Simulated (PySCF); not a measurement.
Compound: C3H2N3P.
Numbering: `[N:1]#[C:2][c:3]1[nH:4][n:5][cH:6][p:7]1`

Structure used (GFN2-xTB), in Å, numbered top down from 1:
```xyz
9
C3H2N3P angstrom
N      2.3179    2.0674   -0.8259
C      1.4444    1.3576   -0.5982
C      0.3764    0.4982   -0.3317
N      0.4125   -0.3568    0.7256
N     -0.6355   -1.1241    0.8943
C     -1.5284   -0.8922   -0.0302
P     -1.1156    0.3406   -1.2198
H      1.1863   -0.4304    1.3729
H     -2.4445   -1.4544   -0.0121
```

Definitions: NICS(0) = −σiso at the ring centroid; NICS(1) = −σiso and NICS(1)zz = −σzz at ±1 Å along the ring normal z. Level: GIAO PBE0/pcSseg-1 (PySCF, non-relativistic, gas phase) on the GFN2-xTB geometry, one conformer.

Ring bond lengths (Å), with Mayer bond orders in brackets: C3–N4 1.360 (1.14), N4–N5 1.310 (1.24), N5–C6 1.306 (1.55), C6–P7 1.762 (1.23), P7–C3 1.743 (1.31).

**Question.** What do the NICS probes read (ppm)?

**Answer.** 
```tsv
ring	type	NICS(0)	NICS(1), two faces	NICS(1)zz, two faces	rms pucker (Å)	centre to ring atoms, mean (Å)
C3–N4–N5–C6–P7	5-membered ring with 2 N and P; formal bonds all aromatic	-14.2	-13.1 / -13.1	-31.6 / -31.6	0.00	1.26
```

**Question.** What can be read from them?

**Answer.** 
- C3–N4–N5–C6–P7: mean NICS(1)zz -31.6 ppm, shielded.

**Question.** How equal are the bonds by HOMA? Use HOMA with the parameters of Krygowski (1993).

**Answer.** 
- C3–N4–N5–C6–P7: HOMA 0.83; the largest term is that of C6–P7, α(R − Ropt)² = 0.49.

**Question.** Give the inner angles of the rings and the Hirshfeld charges of the ring atoms.

**Answer.** 
- C3–N4–N5–C6–P7: C3 111.2° (-0.016 e), N4 116.6° (+0.012 e), N5 110.6° (-0.113 e), C6 116.2° (-0.066 e), P7 85.4° (+0.089 e); sum 540.0° against 540° for a flat convex ring.

On one thread, Intel Xeon 6975P-C (x86_64), no GPU, shared host with 192 logical CPUs at a one-minute load of 56, this took 12 s of wall time (grids of density and orbitals included) and 0.64 GiB of memory at its peak. This is the whole shielding run at PBE0/pcSseg-1, SCF included.
